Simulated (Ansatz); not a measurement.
BaF (SMILES [F][Ba]), doublet, at a GFN2-xTB geometry (such geometries of metal compounds can be far from the true shape) (the spin is typed, not shown lowest) (core potentials on Ba), with bond 1-2 at 1.4 times its length; CASSCF(5,7)/def2-SVP in Ansatz (a first-principles code).

Ansatz was given this input:
Ansatz 0.2 input:
```yaml
crystal:
  periodic: [false, false, false]
  atoms:
    - {symbol: Ba, position_ang: [0.00000000, 0.00000000, -1.06560522]}
    - {symbol: F, position_ang: [0.00000000, 0.00000000, 1.70496836]}
basis:
  gaussian:
    orbitals: def2-SVP
hamiltonian:
  xc: hf
correlation: {active_space: {window: {electrons: 5, orbitals: 7}}}
magnetization: {spin_polarized: false, initial_magnetization: 1}
```

The log (banner, timings and long lists left out):

```
Functional definition: HF
336 factors; integrals over basis functions are off by at most 1.1e-3 eV
mean field evaluation 1: about -3384.0523 eV, gradient 3.7e1 eV
mean field evaluation 2: about -3384.0561 eV, gradient 3.7e1 eV
mean field evaluation 4: about -3386.9836 eV, gradient 1.2e0 eV
mean field evaluation 8: about -3386.9946 eV, gradient 4.8e-3 eV
mean field evaluation 16: about -3386.2951 eV, gradient 3.4e0 eV
mean field evaluation 32: about -3383.5100 eV, gradient 1.8e0 eV
mean field -3386.99463282 eV, -124.4697569688 hartree, gradient 1.8e-6 eV, S^2 0.750000; 7 other end points of the search recorded, 0 dependent functions left out
reference -3386.99463282 eV, -124.4697569688 hartree; 10, 9 occupied and 34, 35 virtual orbitals, 336 factors
state -3388.73726255 eV, -124.5337974300 hartree
Total energy: -3388.73726255 eV, -124.5337974300 hartree
```
